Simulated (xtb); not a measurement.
C4H11BeN, SMILES C[C](C)(C)[Be][NH2]. All values are semi-empirical tight-binding results from xtb (GFN2-xTB unless named), good for trends rather than for accurate numbers. Geometry optimised at GFN2-xTB. The values are those of a single conformer.

Optimised geometry:

Bonded distances (Å): Be1–C2 1.748, Be1–N15 1.506, C2–C3 1.538, C2–C4 1.537, C2–C5 1.537, C3–H6 1.093, C3–H7 1.089, C3–H8 1.089, C4–H9 1.088, C4–H10 1.088, C4–H11 1.093, C5–H12 1.088, C5–H13 1.088, C5–H14 1.093, N15–H16 1.008, N15–H17 1.008. Angles (°): C2–Be1–N15 178.0, Be1–C2–C3 109.2, Be1–C2–C4 113.4, Be1–C2–C5 113.3, C3–C2–C4 106.9, C3–C2–C5 106.9, C4–C2–C5 106.8, C2–C3–H6 110.6, C2–C3–H7 111.2, C2–C3–H8 111.2, H6–C3–H7 107.9, H6–C3–H8 107.9, H7–C3–H8 108.0, C2–C4–H9 111.2, C2–C4–H10 111.1, C2–C4–H11 110.6, H9–C4–H10 108.0, H9–C4–H11 108.0, H10–C4–H11 107.9, C2–C5–H12 111.1, C2–C5–H13 111.2, C2–C5–H14 110.6, H12–C5–H13 108.0, H12–C5–H14 107.9, H13–C5–H14 107.9, Be1–N15–H16 127.3, Be1–N15–H17 127.2, H16–N15–H17 105.5.
Charge 0, spin multiplicity 1.

For metal compounds this method's bond lengths and energies can be far off.

```json
{
  "orbital_gap": "5.08 eV",
  "zero_point_energy": "90.8 kcal/mol",
  "G − E(el) at 298.15 K (modified RRHO)": "69.7 kcal/mol"
}
```

Q: Give the IR lines (harmonic; lines under 4 % of the strongest left out, lines within 3 cm⁻¹ merged). (An estimate is asked for; the answer gives what the named calculation found.)

A: ν (cm⁻¹): 226 (w), 301 (m), 382 (w), 476 (vs), 588 (s), 1139 (s), 1248 (w), 1558 (m), 2958 (s), 3011 (m), 3017 (m), 3021 (m) (against the strongest line: vs over 80 %, s over 45 %, m over 15 %, w over 4 %, vw less)

Computed atomic charges and the Wiberg bond orders between heavy atoms:
charges (e) Be1 0.52, C2 -0.15, C3 -0.10, C4 -0.10, C5 -0.10, H6 0.03, H7 0.01, H8 0.01, H9 0.01, H10 0.01, H11 0.03, H12 0.01, H13 0.01, H14 0.03, N15 -0.51, H16 0.15, H17 0.15. Bond orders Be1–C2 0.88, C2–C3 1.00, C2–C4 1.00, C2–C5 1.00, Be1–N15 1.23.
